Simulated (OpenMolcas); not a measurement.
Computed levels of 3d4 in ions with 22 electrons, in cm-1 above 5D0.

* Program: OpenMolcas
* Method: RASSCF
* Basis: ANO-RCC-VQZP
* Scalar Hamiltonian: DKH2, point nucleus
* Spin-orbit coupling: state interaction with AMFI integrals over the reference wave functions, term energies averaged over their components

Active space for each ion: 10 electrons in 8 orbitals (RAS1 3p, at most 2 holes; RAS2 3d).

```csv
Level,Fe4+,Co5+,Cu7+
5D1,151,215,387
5D2,443,628,1109
5D3,860,1210,2102
5D4,1386,1935,3308
3P0(1),25344,28077,33865
3P1(1),26238,29346,36104
3P2(1),27787,31480,39672
3H4,29247,32428,39214
3H5,29589,32931,40164
```

Problem. Estimate 5D4, 3P0(1), 3P1(1) for Ni6+ from its neighbours Co5+ and Cu7+.

Solution. 5D4 is fine structure, which grows about as the fourth power of a screened charge, so the fourth roots are averaged: ((1935^0.25 + 3308^0.25) / 2)^4 = 2553. The calculation gives 2538, so the estimate is off by +0.6 %; the measured value is 2392 (Corliss and Sugar, J. Phys. Chem. Ref. Data 10, 197 (1981)).
3P0(1) is another term, which grows about linearly with the charge: (28077 + 33865) / 2 = 30971. The calculation gives 31164, so the estimate is off by -0.6 %; the measured value is 30077 (Corliss and Sugar, J. Phys. Chem. Ref. Data 10, 197 (1981)).
3P1(1) is another term, which grows about linearly with the charge: (29346 + 36104) / 2 = 32725. The calculation gives 32856, so the estimate is off by -0.4 %; the measured value is 31836 (Corliss and Sugar, J. Phys. Chem. Ref. Data 10, 197 (1981)).

Without dynamic correlation excited terms often stand tens of per cent too high (terms of higher spin than the ground term too low), and those without a measured partner can miss by more than the paired ones. Active for correlation alone: 3p; no level in the range computed is led by a configuration that opens it, so any true level of that kind is missing. Measured partners are found by configuration, term and J. A level has none where our copy of the source lacks it or the pairing is in doubt (some pairs that miss far off the trend of their configuration count as doubtful), and it then counts in no deviation. Levels of configurations outside the active space are missing.

A number in round brackets counts repeated terms of one configuration in the order of the reference energies.
